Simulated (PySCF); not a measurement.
## How methods differ on the excitation energy of I

I [Kr] 4d10 5s2 5p5 (2P) → I [Kr] 4d10 5s1 5p5 6s1 (4P), as a difference of total energies. All numbers are calculated (PySCF 2.14, the spin-free X2C one-electron Hamiltonian (Gaussian nucleus), in x2c-QZVPPall with one added diffuse shell each of s, p, d, f type (14s10p8d5f1g, 128 functions)). Correlated levels: valence: [Kr] 4d10 frozen; valence and next inner shell: [Ar] 3d10 frozen. The calculations carry no spin-orbit coupling.

```tsv
method	excitation energy (cm⁻¹)
UHF	146930
LDA	143820
PBE	141690
PBE0	145000
r2SCAN	144550
wB97X-V	149110
M06	144770
MN15	143240
MP2 (valence)	138650
SCS-MP2 (valence)	137530
MP2 (valence and next inner shell)	138410
SCS-MP2 (valence and next inner shell)	137070
```

A first-order spin-orbit estimate (lowest level to lowest level, LS coupling) adds -0.052 eV.

The upper state lies above the first ionisation limit, where it may autoionise and the basis confines it. A Rydberg-like electron needs more diffuse functions than a valence basis has.

The promoted electron is Rydberg-like, and one or two diffuse shells describe it only roughly, which tends to raise the upper state.
